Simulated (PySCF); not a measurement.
## Static response to an electric field

Compound: C5H9FOSi.
Cartesian coordinates in Å at the GFN2-xTB level; atoms count from 1:
```
atom  x, y, z in Å
C1     1.7017   -1.2949   -0.2716
Si2    0.6259    0.1128   -0.9455
C3     0.8648    1.7870   -0.1478
C4    -0.2671    2.1465    0.4638
O5    -1.3615    1.3657    0.4579
C6    -1.1773    0.1228   -0.2292
C7    -1.4751   -0.9977    0.7601
F8    -1.3772   -2.2126    0.1279
H9     1.2603   -2.2627   -0.4888
H10    2.6850   -1.2684   -0.7296
H11    1.8385   -1.2240    0.8042
H12    0.5631    0.0864   -2.4136
H13    1.7280    2.4248   -0.1338
H14   -0.4366    3.0644    1.0099
H15   -1.9359    0.0862   -1.0178
H16   -0.7524   -1.0012    1.5817
H17   -2.4912   -0.9231    1.1622
```

Level: CAM-B3LYP/def2-SVPD (PySCF), static field, nuclei fixed, core orbitals frozen in the response. The polarisability tensor in these axes (au):

```
x   90.11 -2.38 -7.85
y   -2.38 90.41  4.27
z   -7.85  4.27 76.88
```

Task: Give the principal values, the mean and the anisotropy Δα = √{½[(α1 − α2)² + (α2 − α3)² + (α1 − α3)²]}.

Result: Principal values 72.74, 88.16 and 96.50 au; mean 85.80 au = 12.71 Å³ = 14.15 × 10⁻⁴⁰ C²·m²/J; Δα = 20.88 au (24 % of the mean).

Task: What is the dipole moment, and where does it point?

Result: (0.90, 0.78, 0.44) D, 1.27 D in size, pointing from the negative to the positive side. Measured along this direction, the outermost atoms are F8 at the negative end and H13 at the positive end.

Task: Find the Langevin capture rate constant for O2+ (31.990 u) meeting this molecule (132.041 u), k = 2.342 × 10⁻⁹ cm³/s × √(α in Å³ / reduced mass in u).

Result: The reduced mass is 25.75 u, so k = 1.65 × 10⁻⁹ cm³/s. The formula leaves out the permanent dipole, which adds to the capture rate.

Task: Give the eigenvalues of the traceless quadrupole moment Θ = ½Σq(3rr − r²1), origin at the centre of nuclear charge.

Result: -3.89, 0.95, 2.94 D·Å. The values depend on the origin, since the dipole doesn't vanish. The electronic extent ⟨r²⟩ about the same centre is 1142 bohr², a root-mean-square distance of 2.14 Å for the 70 electrons.

Task: Refractivity n − 1 of an ideal gas of it at 273.15 K and 1 atm, from the electronic α?

Result: N = p/kT = 2.6868 × 10¹⁹ cm⁻³, so n − 1 = 2π × N × 12.71 × 10⁻²⁴ cm³ = 2146 × 10⁻⁶ at long wavelengths, for an ideal gas.

Task: In TDDFT the mean static polarisability is Σ f/ω² over all singlet excitations (ω in hartree). How much of it do the 8 lowest give? Their energies (eV) and oscillator strengths: 6.12, 0.1540; 6.47, 0.0100; 6.78, 0.0168; 7.04, 0.0046; 7.12, 0.0097; 7.45, 0.0055; 7.70, 0.0022; 7.88, 0.0045.

Result: They add up to 3.86 au, 4.5 % of the 85.80 au; the largest single term is 3.05 au, from the state at 6.12 eV. Terms in order: 3.05, 0.18, 0.27, 0.07, 0.14, 0.07, 0.03, 0.05 au. Higher excitations give the rest. The strengths listed sum to 0.207.

Task: Molar refractivity from α?

Result: Lorentz–Lorenz: R = (4π/3)N_A α = 2.5225 cm³/(mol·Å³) × 12.71 Å³ = 32.1 cm³/mol, in the limit of long wavelengths.

One conformer (not necessarily the lowest) at the GFN2-xTB geometry, without solvent, vibrations or thermal averaging.

The run behind these numbers computed excited states as well. On one thread of an Arm Neoverse V2, shared host with 32 logical CPUs at a one-minute load of 22, this took 73 s of wall time and 1.1 GiB of memory at its peak.
